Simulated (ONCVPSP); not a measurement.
# Transferability test, ONCV potential for bromine (Br)

| Item | Value |
| --- | --- |
| Element | bromine (Br) |
| Generator | ONCVPSP 4.0.1 |
| Type | optimised norm-conserving Vanderbilt (ONCV) |
| Functional | LDA (Perdew-Zunger) |
| Relativity | scalar-relativistic |
| Frozen core | [Ne] |
| Valence charge | 25 |
| Reference configuration | 3s2 3p6 3d10 4s2 4p4.5 (charge +0.5) |
| Partial waves | 3s+4s: rc 1.10 bohr, ncon 4, nbas 8, qcut 9.2 1/bohr, 2 projectors; 3p+4p: rc 1.00 bohr, ncon 3, nbas 6, qcut 15.1 1/bohr, 2 projectors; 3d: rc 0.65 bohr, ncon 4, nbas 9, qcut 24.1 1/bohr, 2 projectors, debl 3.4 Ha |
| Local potential | polynomial inside 0.45 bohr (lpopt 5, dvloc0 3 Ha) |
| Core correction | Teter function, fcfact 4.25, rcfact 1.1 |

Energies are relative to the spin-unpolarised reference configuration 3s2 3p6 3d10 4s2 4p4.5; without spin polarisation the order of configurations can differ from experiment.

```tsv
valence configuration	charge	ΔE all-electron (eV)	error AE − PS (meV)
3s2 3p6 3d10 4s2 4p4	+1	7.559	-0.7
3s2 3p6 3d10 4s2 4p3	+2	30.502	-2.9
```

Q: What are ΔE and the potential's error for 3s2 3p6 3d9 4s2 4p6?

A: ΔE = 59.318 eV all-electron; the error (AE − PS) is +33 meV.

Q: What are ΔE and the potential's error for 3s2 3p6 3d10 4s2 4p5?

A: ΔE = -5.150 eV all-electron; the error (AE − PS) is +0.4 meV.
